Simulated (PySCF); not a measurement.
**Mo⁺: excitation energy**

Mo⁺ [Kr] 4d5 (6S) → Mo⁺ [Kr] 4d4 5p1 (high-spin determinant), as a difference of total energies. Calculation: PySCF 2.14, in aug-cc-pVTZ-PP with ECP28MDF (6s6p5d3f2g, 88 functions); scalar relativity through the core potential. Correlated levels: valence: 4s2 4p6 frozen. The calculations carry no spin-orbit coupling.

```csv
method,excitation energy (eV)
UHF,5.527
MP2 (valence),5.874
SCS-MP2 (valence),5.643
CCSD (valence),5.845
CCSD(T) (valence),5.848
```

Q: How much does correlation contribute at CCSD(T) (valence)?

A: 5.848 − (5.527) = 0.321 eV, measured against UHF.

The determinant of the upper state mixes LS terms, which raises its energy above the lowest term, most at the Hartree-Fock and MP2 levels.
